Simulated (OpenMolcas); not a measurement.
Rh3+: moving or changing the point charges

Rh3+ among 6 point charges of -1.7 e arranged as a tetragonal octahedron (D4h), 2.17 Å from the ion, with the axial distance 1.953 Å.
```
   2.1700    0.0000    0.0000  -1.70
   0.0000    2.1700    0.0000  -1.70
  -2.1700    0.0000    0.0000  -1.70
   0.0000   -2.1700    0.0000  -1.70
   0.0000    0.0000    1.9530  -1.70
   0.0000    0.0000   -1.9530  -1.70
```

```yaml
Program: OpenMolcas
Method: "SS-CASPT2, IPEA 0.25 Eh, imaginary shift 0.1 Eh (closed shells correlated: 4s 4p)"
Basis: ANO-RCC-VDZP [6s5p3d1f]
Scalar_Hamiltonian: DKH2, point nucleus
Active_space: 6 electrons in 5 orbitals (4d)
State_averaging: 2S+1 = 5 even, 5 roots; 2S+1 = 3 even, 45 roots; 2S+1 = 1 even, 50 roots
Spin-orbit_coupling: RASSI with atomic mean-field integrals over the reference wave functions
```

Runs around this geometry, states (labels of D4, the rotations of D4h). Energies in cm-1 above the lowest state or level, χT in cm3 K/mol.

| R (Å) | q (e) | Axial / equatorial distance | Ground state | First state of that spin | First gap with spin-orbit (degeneracies) | χT at 300 K | First state of another spin |
| --- | --- | --- | --- | --- | --- | --- | --- |
| 2.17 | -1.7 | 0.83 | 5B2 | 5E 5260 | 12 (1, 1) | 3.720 | 3E 13410 |
| 2.17 | -1.1 | 0.9 | 5B2 | 5E 1760 | 17 (1, 1) | 4.331 | 3E 16620 |
| 2.05 | -1.7 | 0.9 | 5B2 | 5E 3080 | 19 (1, 1) | 3.746 | 3E 13180 |
| 2.17 | -1.7 | 0.9 | 5B2 | 5E 2730 | 16 (1, 1) | 3.921 | 3E 14930 |
| 2.43 | -1.7 | 0.9 | 5B2 | 5E 2120 | 13 (1, 1) | 4.325 | 3E 16920 |

Taking the first state of the same spin as R^-n, n = -ln(2120 / 3080) / ln(2.43 / 2.05) = 2.2 between the shortest and longest distance.

Scaling the charges by -1.1 / -1.7 = 0.65 scales the first state of the same spin by 1760 / 2730 = 0.64; with fixed orbitals a first-order splitting would follow the charge.

Point charges give a weaker field than real ligands, and real ions of this kind are as a rule low spin; the high spin found here belongs to the model. Free-ion shares, where given, are those of the reference states; single-state CASPT2 does not remix them. This shell can be high or low spin here, a state of another spin lies low, and with metal d orbitals alone active their balance is uncertain, so the ground spin may be wrong (holds for R = 2.17, q = -1.7, ratio = 0.83; R = 2.05, q = -1.7, ratio = 0.9; R = 2.17, q = -1.7, ratio = 0.9). This is an electrostatic model: the charges have no orbitals. No measured value stands beside these numbers.
